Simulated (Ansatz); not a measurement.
Mulliken charges of `F[SiH](F)S[SiH2]Cl` from ωB97M-V/def2-TZVPP in Ansatz (PBE0-D4/def2-TZVP geometry).

```json
{"atom": "F1", "x (Å)": "1.106", "y (Å)": "-1.793", "z (Å)": "1.187", "charge (e)": "-0.283"}
{"atom": "Si2", "x (Å)": "1.210", "y (Å)": "-0.976", "z (Å)": "-0.165", "charge (e)": "0.693"}
{"atom": "F3", "x (Å)": "2.096", "y (Å)": "-1.833", "z (Å)": "-1.156", "charge (e)": "-0.283"}
{"atom": "S4", "x (Å)": "-0.687", "y (Å)": "-0.762", "z (Å)": "-1.065", "charge (e)": "-0.238"}
{"atom": "Si5", "x (Å)": "-1.348", "y (Å)": "0.868", "z (Å)": "0.141", "charge (e)": "0.314"}
{"atom": "Cl6", "x (Å)": "-0.839", "y (Å)": "2.671", "z (Å)": "-0.684", "charge (e)": "-0.191"}
{"atom": "H7", "x (Å)": "1.874", "y (Å)": "0.304", "z (Å)": "0.127", "charge (e)": "-0.022"}
{"atom": "H8", "x (Å)": "-2.820", "y (Å)": "0.781", "z (Å)": "0.205", "charge (e)": "0.002"}
{"atom": "H9", "x (Å)": "-0.719", "y (Å)": "0.797", "z (Å)": "1.479", "charge (e)": "0.006"}
```

**Question.** By hand: the dipole of these point charges (1 e Å = 4.8032 D).

**Answer.** Σ q r = (-0.218, 0.293, 0.312) e Å, of length 0.480 e Å = 2.31 D.

**Question.** How does the dipole of the full density compare? (Best estimate.)

**Answer.** Ansatz gave: (-0.171, 0.177, 0.134) e Å, 1.35 D; the point charges give 1.71 times that, at 13° from its direction.

Point charges leave out the atoms' own dipoles, such as those of lone pairs, and Mulliken's split depends on the basis, so the two needn't agree.
